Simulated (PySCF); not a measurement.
3-methylsulfanylbuta-1,2-diene (C₅H₈S), SMILES C(C)(SC)=C=C. Atoms are numbered in the order given.

```xyz
14

C      2.5391     0.0478     1.2729
C      1.4244     0.2530     0.6209
C      0.3177     0.4612    -0.0572
C     -0.1874     1.8235    -0.4357
S     -0.5495    -0.9743    -0.6626
C     -2.1999    -0.7144     0.0324
H      2.5599     0.0138     2.3679
H      3.4876    -0.1047     0.7458
H     -1.1850     2.0101    -0.0068
H      0.4898     2.6085    -0.0720
H     -0.2783     1.9037    -1.5304
H     -2.1650    -0.6632     1.1303
H     -2.7943    -1.5909    -0.2624
H     -2.6860     0.1853    -0.3717
```
Charge 0, spin multiplicity 1.

The structure is a stationary point at PBE0-D3(BJ)/def2-SVP. The values are those of a single conformer.

Two levels are set side by side: PBE/pcSseg-1 (PySCF) and PBE0/pcSseg-1 (PySCF). GIAO shifts against H2S (³³S), TMS (¹H), TMS (¹³C) at the same level; non-relativistic, no solvent, atoms listed together averaged. Differences are taken from unrounded values.

| quantity | PBE |
|---|---|
| δ(¹³C) of C1 (ppm) | 77.2 |
| δ(¹³C) of C2 (ppm) | 221.4 |
| δ(¹³C) of C3 (ppm) | 106.2 |
| δ(¹³C) of C4 (ppm) | 23.1 |
| δ(³³S) of S5 (ppm) | 241.8 |
| δ(¹³C) of C6 (ppm) | 22.6 |
| δ(¹H) of H7, H8 (ppm) | 5.16 |

These are the PBE values. What does PBE0 give? (The exact figures need the calculation; the answer reports its results.)


```
quantity                PBE0  PBE minus PBE0
---------------------  -----  --------------
δ(¹³C) of C1 (ppm)      79.4            -2.2
δ(¹³C) of C2 (ppm)     225.3            -3.9
δ(¹³C) of C3 (ppm)     105.6             0.6
δ(¹³C) of C4 (ppm)      22.5             0.6
δ(³³S) of S5 (ppm)     218.1            23.7
δ(¹³C) of C6 (ppm)      21.5             1.1
δ(¹H) of H7, H8 (ppm)   5.23           -0.07
```

Rough cost on one machine, each run with all the roots and properties that it gave: PBE0 against PBE within a factor of 2.
